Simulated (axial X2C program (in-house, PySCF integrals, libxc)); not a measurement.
**CoSe⁺: from the spin-free to the two-component result**

Computed with an in-house relativistic program for diatomic molecules. Spin-free means the one-electron spin-free X2C Hamiltonian; two-component (2c) means X2C with spin–orbit coupling and atomic mean-field two-electron Coulomb and Gaunt terms, so the difference of the two also holds small scalar two-electron terms. Basis: Se dyall-cv3z [8s9p6d4f1g], Co dyall-cv3z [9s10p6d3f2g] (cores contracted in-house); Gaussian nuclei, density fitting, unrestricted open shells. Masses: Se 79.917 u, Co 58.933 u.

Spin-free state: M_S = 2, Λ = 2 (beyond evenly filled blocks: σα, π+α, π-α, δ+α, δ+β, δ-α); fragments Se + Co+.

```csv
level,Re (Å),ωe (cm⁻¹),De (eV),μ (D)
PBE0,2.170,325.5,2.811,4.59
PW91,2.141,346.2,3.764,4.18
```

Dipoles are positive if Co is the positive end and refer to the centre of mass.

Two-component determinant lowest at the distance of the search:

Ω = 4 (⟨Sz⟩ = 2.00, ⟨Lz⟩ = 2.00 at PBE0); fragments Se + Co+.

| level | Re (Å) | ωe (cm⁻¹) | μ (D) |
| --- | --- | --- | --- |
| PBE0 | 2.171 | 324.8 | 4.57 |
| PW91 | 2.142 | 345.5 | 4.17 |

(1) From the two tables, how do the constants change at the PBE0 level (2c against spin-free)?

The state is a single determinant with fixed occupations, the lowest that a limited PBE0 search found. De is counted from the lowest determinant-based energies of the atoms at the same level, without counterpoise correction. De is not given where an atomic determinant may have missed its ground term or J level, or where the truncated virtual space spoils (T). Density functionals use the spin component along the axis (collinear). PBE0 can misorder states that lie within some tenths of an eV, so this need not be the ground state of the molecule. The nearest other spin-free determinant of the search, M_S = 1, Λ = 4, lies 0.72 eV up at the distance of the search. The functionals have no current-density term, which raises determinants with orbital currents, atoms included. With several unpaired electrons one determinant need not be a pure state. Open-shell Ω = 0 determinants with evenly filled partner blocks cannot be reached by this program, so the Ω shown need not be the lowest component.

Results:

(1) At the PBE0 level Re increases by 0.001 Å and ωe goes down by 0.7 cm⁻¹.
